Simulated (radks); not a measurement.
Values are calculated unless marked as measured or tabulated.
Spherical quantum dot in the effective-mass picture: electrons in a hard-walled sphere of radius 3.6, all in effective atomic units (hartree* = m*/eps^2 hartree, bohr* = eps/m* bohr), one dielectric constant everywhere. Level of theory: non-relativistic Kohn-Sham, PBE, spin-polarised, spherical densities (a radial shooting solver with Libxc functionals). Levels are named by radial order and angular momentum (1s, 1p, 1d, 2s, ...), and open shells are averaged over m. Results are scaled to m* = 0.251 and eps = 4.2, for which hartree* = 387.2 meV and bohr* = 0.8855 nm.

N = 5, configuration 1s2 1p(up 3, down 0). This is the lowest configuration that the search found. Occupied and some empty levels:

level    occupation  eigenvalue (meV)  <r> (nm)
1s up             1            811.06     1.831
1s down           1            849.82     1.788
1p up             3            925.50     2.015
1p down           0            970.88     2.001
1d up             0            1094.7     2.142
1d down           0            1142.7     2.138
2s up             0            1280.7     1.514
2s down           0            1297.0     1.520
1f up             0            1310.3     2.238
1f down           0            1359.4     2.238

Energy (meV): total 2629.64, kinetic 1263.4, external 0, Hartree 1995.6, exchange-correlation -629.32.
